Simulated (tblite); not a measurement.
Species: C6H14GeO2.
Numbering: `[CH3:1][CH2:2][O:3][C@@:4]([CH3:5])([GeH3:6])[C:7]([CH3:8])=[O:9]` (hydrogens: H10, H11, H12 on C1; H13, H14 on C2; H15, H16, H17 on C5; H18, H19, H20 on Ge6; H21, H22, H23 on C8)

Computed with GFN2-xTB (tblite), gas phase: L-BFGS steps from a force-field or distance-geometry start until the largest atomic force falls under 0.01 eV/Å.

Step 34: E = -817.0480 eV
```
atom  x, y, z in Å  |  force x, y, z in eV/Å
C1      2.2026    1.8089    0.5401   -0.031  -0.017  -0.038
C2      1.4729    0.8674   -0.4068    0.004   0.000  -0.015
O3      0.7482   -0.0910    0.3519    0.014   0.022  -0.059
C4     -0.3064   -0.7387   -0.3389   -0.030   0.024   0.014
C5      0.1401   -1.5081   -1.5750   -0.009   0.024   0.039
Ge6    -0.9278   -1.9805    1.1199    0.020  -0.003  -0.017
C7     -1.5125    0.1219   -0.5834   -0.011  -0.022   0.067
C8     -1.7494    1.2272    0.4170    0.004   0.018  -0.045
O9     -2.3029   -0.1363   -1.4642    0.028  -0.016  -0.020
H10     1.4901    2.3654    1.1434    0.010  -0.027   0.039
H11     2.8568    1.2402    1.1969   -0.045   0.030  -0.014
H12     2.7967    2.5125   -0.0376    0.015  -0.018   0.023
H13     2.2045    0.3539   -1.0482   -0.050   0.011   0.003
H14     0.7810    1.4330   -1.0489    0.048  -0.039   0.040
H15     0.9956   -2.1309   -1.3190   -0.017  -0.044  -0.026
H16    -0.6809   -2.1339   -1.9190    0.016  -0.001   0.009
H17     0.4178   -0.8391   -2.3880   -0.013   0.039   0.012
H18    -1.2408   -1.1722    2.3358    0.008  -0.040   0.024
H19     0.2016   -2.9087    1.4302    0.014   0.009   0.006
H20    -2.1292   -2.7827    0.7268    0.011   0.017   0.004
H21    -2.7697    1.1584    0.7903    0.000  -0.028  -0.002
H22    -1.6536    2.1890   -0.0816    0.021   0.051  -0.037
H23    -1.0394    1.1713    1.2374   -0.006   0.009  -0.007
```

Step 35: E = -817.0492 eV
```
atom  x, y, z in Å  |  force x, y, z in eV/Å
C1      2.1998    1.8051    0.5442   -0.023  -0.008  -0.035
C2      1.4722    0.8681   -0.4077    0.006  -0.007  -0.014
O3      0.7510   -0.0936    0.3493   -0.018   0.035  -0.065
C4     -0.3053   -0.7384   -0.3406   -0.045  -0.002   0.022
C5      0.1392   -1.5073   -1.5772   -0.009   0.018   0.027
Ge6    -0.9239   -1.9777    1.1199    0.009  -0.026   0.001
C7     -1.5147    0.1187   -0.5824    0.021   0.007   0.034
C8     -1.7484    1.2301    0.4115    0.006   0.014  -0.029
O9     -2.3083   -0.1462   -1.4584    0.023  -0.019  -0.015
H10     1.4855    2.3595    1.1468    0.009  -0.017   0.043
H11     2.8509    1.2338    1.2015   -0.040   0.021  -0.010
H12     2.7971    2.5089   -0.0288    0.022   0.002   0.016
H13     2.2041    0.3568   -1.0503   -0.048   0.018  -0.005
H14     0.7793    1.4359   -1.0473    0.056  -0.051   0.047
H15     0.9934   -2.1331   -1.3249   -0.008  -0.039  -0.013
H16    -0.6819   -2.1314   -1.9226   -0.002  -0.004   0.008
H17     0.4170   -0.8368   -2.3883   -0.006   0.046  -0.004
H18    -1.2320   -1.1672    2.3352    0.003  -0.033   0.028
H19     0.2047   -2.9054    1.4330    0.021   0.006   0.001
H20    -2.1267   -2.7824    0.7348    0.013   0.023   0.002
H21    -2.7673    1.1610    0.7874   -0.016  -0.021   0.005
H22    -1.6534    2.1927   -0.0859    0.019   0.028  -0.057
H23    -1.0370    1.1756    1.2302    0.006   0.008   0.014
```

Task: Estimate the geometry and energy of step 36. (The exact step hangs on the optimiser's Hessian estimate; all steps are aligned on step 35, rigid shifts and turns removed.)

Result: E = -817.0501 eV, largest force 0.067 eV/Å
```
atom  x, y, z in Å  |  force x, y, z in eV/Å
C1      2.1970    1.8018    0.5473   -0.008   0.006  -0.017
C2      1.4718    0.8687   -0.4085    0.005  -0.012  -0.007
O3      0.7529   -0.0953    0.3460   -0.040   0.030  -0.034
C4     -0.3051   -0.7382   -0.3418   -0.038  -0.024   0.022
C5      0.1383   -1.5063   -1.5788   -0.008   0.007   0.004
Ge6    -0.9205   -1.9758    1.1201    0.002  -0.035   0.020
C7     -1.5166    0.1159   -0.5813    0.034   0.028  -0.011
C8     -1.7474    1.2329    0.4064    0.005   0.013  -0.006
O9     -2.3124   -0.1551   -1.4535    0.018  -0.014  -0.004
H10     1.4818    2.3541    1.1506    0.005  -0.007   0.037
H11     2.8449    1.2286    1.2052   -0.027   0.004  -0.001
H12     2.7979    2.5058   -0.0208    0.024   0.019   0.008
H13     2.2030    0.3597   -1.0524   -0.026   0.012  -0.021
H14     0.7788    1.4379   -1.0452    0.038  -0.038   0.026
H15     0.9912   -2.1356   -1.3304   -0.006  -0.022  -0.002
H16    -0.6827   -2.1293   -1.9257   -0.017  -0.002   0.005
H17     0.4161   -0.8340   -2.3885   -0.002   0.041  -0.006
H18    -1.2243   -1.1633    2.3351   -0.001  -0.030   0.028
H19     0.2080   -2.9023    1.4353    0.028   0.001  -0.003
H20    -2.1244   -2.7817    0.7418    0.011   0.023  -0.002
H21    -2.7653    1.1630    0.7851   -0.019  -0.010   0.006
H22    -1.6529    2.1963   -0.0907    0.014  -0.002  -0.065
H23    -1.0348    1.1793    1.2240    0.010   0.010   0.022
```

The energy changes by -0.0010 eV. The first-order estimate −F·Δx gives -0.0013 eV and the mean of the old and new forces, exact on a quadratic surface, -0.0009 eV. The step makes an angle of 77° with the force vector and moves no atom by more than 0.011 Å.

The cost below is that of the whole relaxation. The run took 1.4 s of wall time on one thread of an Intel Xeon Platinum 8259CL at 2.50 GHz, shared host.
